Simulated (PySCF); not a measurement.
Work out the structure from these simulated measurements.

Formula: CH8N2SSi3.

| Quantity | Value |
| --- | --- |
| Rotational structure | rotational constants A, B, C: 1.319, 1.089, 0.658 GHz [GFN2-xTB] |
| UV, strongest line | among the 8 lowest singlet transitions: S3 at 6.45 eV (192 nm, f = 0.019) [TDDFT wB97X-D/def2-SVPD] |
| Polarisability | 115.4 au [wB97X-D/def2-SVPD] |
| 1H NMR | chemical shifts (computed TMS as zero) by class: 5.61 (1 H), 4.82 (6 H), 0.89 (1 H) ppm [GIAO PBE0/pcSseg-1] |
| Dipole | 3.04 D [wB97X-D/def2-SVPD] |
| NMR, other nuclei | isotropic shieldings of nuclei other than C and H, by class: -90 (1 N), 276 (1 N), 388 (1 Si), 396 (2 Si), 725 (1 S) ppm [GIAO PBE0/pcSseg-1] |
| 13C NMR | chemical shifts (computed TMS as zero) by class: 125.8 (1 C) ppm [GIAO PBE0/pcSseg-1] |

Electronic properties: PySCF, gas phase, density fitting. Levels stand in brackets. Geometry: GFN2-xTB, one conformer, isolated molecule. NMR classes are plain means over equivalent atoms (diastereotopic ones count apart unless rotation or inversion swaps them), as if these changed places fast.

Question: What is the compound? Reason from the data.

Answer: Numbering: `[N:1]#[C:2][Si@@H:3]([SH:4])[N:5]([SiH3:6])[SiH3:7]`. Its formula, CH8N2SSi3, gives 2 degrees of unsaturation: 0 rings and 2 π bonds in the structure found. The one carbon: cyano carbon [C2] (125.8 ppm). Hydrogen classes from least to most shielded: 1 H on an SiH silicon, Si3 (5.61 ppm), 6 H on 2 SiH3 silicons, Si6/Si7 (4.82 ppm), 1 H on a sulfur bonded to Si and H, S4 (0.89 ppm). The other shieldings belong to: -90 ppm, cyano nitrogen [N1]; 276 ppm, nitrogen bridging silicon atoms [N5]; 388 ppm, SiH silicon [Si3]; 396 ppm, SiH3 silicon [Si6/Si7]; 725 ppm, sulfur bonded to Si and H [S4]. The optimised geometry has point group C1 and is an asymmetric top. Structure: `N#C[Si@@H](S)N([SiH3])[SiH3]`. Computed isomers that give other values at the same levels: `N#C[SiH2][SiH2][Si@@H](N)S` (1H chemical shifts (computed TMS as zero) by class: 6.49 (1 H), 4.45 (1 H), 4.33 (1 H), 3.72 (1 H), 3.34 (1 H), 1.18 (2 H), -0.17 (1 H) ppm). The assignments are read from this structure; whether some other isomer fits the data as well wasn't checked. The mirror image fits equally.

The values belong to the conformer `[N:1]#[C:2][Si@@H:3]([SH:4])[N:5]([SiH3:6])[SiH3:7]`: C2–Si3–N5–Si6 -126°, H–S4–Si3–C2 -41°.
